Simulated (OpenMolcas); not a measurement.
Pd3+ (d7) in a complex was computed by CASSCF with the d shell active (OpenMolcas, ANO-RCC-VDZP on the metal). Its lowest spin-free states, and all those of the highest spin:

```
2S+1  Degeneracy  E (cm-1)
   4           1       0.0
   4           3      6935
   2           3      9554
   4           3     11259
   2           2     11369
   2           3     14184
   2           1     15532
   2           3     18488
   2           2     18858
   2           3     19463
   4           3     19669
   2           3     22074
```

**Question.** Is the site octahedral, tetrahedral or cube-like, axial, or of lower symmetry?

**Answer.** The states with 2S+1 = 4 have orbital degeneracies 1, 3, 3, 3. Threefold states need a cubic site. For d7 at this spin an octahedron puts the threefold T1 below the threefold T2 and a tetrahedron or cube puts the single A2 below the threefold T2, so the site is a tetrahedron or a cube, which this pattern cannot tell apart. The first gap at this spin, 6930 cm-1, is |10Dq| in ligand-field theory. The run had Pd3+ with 4 ligands (chloride) in tetrahedral coordination (Td) at 2.39 Å. A charge of +0.25 e stands 2.8 Å behind each ligand. Ligand basis ANO-RCC-VDZP.

Without dynamic correlation the repulsion within the d shell is too large (B by tens of per cent), so at a given field states of lower spin stand too high. The least metal-like active orbital is 65 % on the metal (Löwdin) and no ligand orbital is active, so the numbers are rough. With metal d orbitals alone the field can be off either way by tens of per cent. Ligand-to-metal charge-transfer states are missing. With no ligand orbital active B as a rule stays too high, so bands that hang on it stand too high and its fall with covalency is understated. No measured value stands beside these numbers; the geometry is a model, was not optimised and need not be the one that this ion takes.
